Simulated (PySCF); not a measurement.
N-methylpyridinium, C6H8N (charge +1).
Atom-mapped SMILES: `[CH3:1][n+:2]1[cH:3][cH:4][cH:5][cH:6][cH:7]1` (hydrogens: H8, H9, H10 on C1; H11 on C3; H12 on C4; H13 on C5; H14 on C6; H15 on C7)

The same species was optimised twice, with GFN2-xTB and with PBE0-D3(BJ)/def2-SVP (PySCF), and the same property calculations (PySCF, gas phase) were run on both structures.

```
  coordinate  GFN2-xTB  PBE0-D3(BJ)/def2-SVP  change
   C1–N2 (Å)     1.446                 1.469  +0.023
   N2–C7 (Å)     1.337                 1.348  +0.011
   N2–C3 (Å)     1.339                 1.350  +0.011
   C4–C5 (Å)     1.390                 1.395  +0.005
   C5–C6 (Å)     1.389                 1.394  +0.005
   C3–C4 (Å)     1.379                 1.382  +0.003
   C6–C7 (Å)     1.381                 1.384  +0.003
C4–C5–C6 (°)     118.7                 119.2    +0.5
C3–N2–C7 (°)     120.5                 120.9    +0.4
N2–C3–C4 (°)     121.2                 120.8    -0.4
N2–C7–C6 (°)     121.1                 120.8    -0.3
C1–N2–C7 (°)     120.4                 120.1    -0.3
C5–C6–C7 (°)     119.3                 119.2    -0.1
C3–C4–C5 (°)     119.3                 119.2    -0.1
C1–N2–C3 (°)     119.1                 119.0    -0.1
```

Rotational constants: A = 5763, B = 2648, C = 1835 MHz (GFN2-xTB) against A = 5670, B = 2621, C = 1814 MHz (PBE0-D3(BJ)/def2-SVP).

On the GFN2-xTB structure: lowest singlet, TDDFT (eV) 5.53 [PBE0/def2-SVPD]; lowest triplet, Tamm–Dancoff (eV) 4.14 [PBE0/def2-SVPD]; isotropic polarisability (au) 68.0 [PBE0/def2-SVPD]; HOMO (eV) -13.17 [PBE0/def2-SVPD]; LUMO (eV) -6.74 [PBE0/def2-SVPD]; HOMO (eV) -13.21 [PBE0/pcSseg-1]; LUMO (eV) -6.76 [PBE0/pcSseg-1]; GIAO shielding of C1 (ppm) 139.0 [PBE0/pcSseg-1]; GIAO shielding of N2 (ppm) 41.8 [PBE0/pcSseg-1]; GIAO shielding of C3/C7 (mean) (ppm) 36.7 [PBE0/pcSseg-1]; GIAO shielding of C4/C6 (mean) (ppm) 48.7 [PBE0/pcSseg-1]; GIAO shielding of C5 (ppm) 29.9 [PBE0/pcSseg-1].

Question: What do these properties become on the PBE0-D3(BJ)/def2-SVP structure?

Answer: 
```
                                    property           level  on GFN2-xTB  on PBE0-D3(BJ)/def2-SVP  change
                  lowest singlet, TDDFT (eV)  PBE0/def2-SVPD         5.53                     5.49   -0.04
           lowest triplet, Tamm–Dancoff (eV)  PBE0/def2-SVPD         4.14                     4.10   -0.04
               isotropic polarisability (au)  PBE0/def2-SVPD         68.0                     69.1    +1.1
                                   HOMO (eV)  PBE0/def2-SVPD       -13.17                   -13.15   +0.02
                                   LUMO (eV)  PBE0/def2-SVPD        -6.74                    -6.76   -0.02
energy, GFN2-xTB geometry as zero (kcal/mol)  PBE0/def2-SVPD          0.0                     -0.7    -0.7
                                   HOMO (eV)   PBE0/pcSseg-1       -13.21                   -13.19   +0.02
                                   LUMO (eV)   PBE0/pcSseg-1        -6.76                    -6.78   -0.02
energy, GFN2-xTB geometry as zero (kcal/mol)   PBE0/pcSseg-1          0.0                     -0.5    -0.5
                  GIAO shielding of C1 (ppm)   PBE0/pcSseg-1        139.0                    134.4    -4.6
                  GIAO shielding of N2 (ppm)   PBE0/pcSseg-1         41.8                     34.9    -6.9
        GIAO shielding of C3/C7 (mean) (ppm)   PBE0/pcSseg-1         36.7                     34.1    -2.6
        GIAO shielding of C4/C6 (mean) (ppm)   PBE0/pcSseg-1         48.7                     47.9    -0.8
                  GIAO shielding of C5 (ppm)   PBE0/pcSseg-1         29.9                     28.7    -1.2
```

The heavy atoms differ by 0.013 Å rms after alignment. Among bonds between heavy atoms C1–N2 changes most (+0.023 Å). Changes are differences of the printed values. Neither structure is proved a minimum here. Isolated species at its PBE0-D3(BJ)/def2-SVP geometry, gas phase.
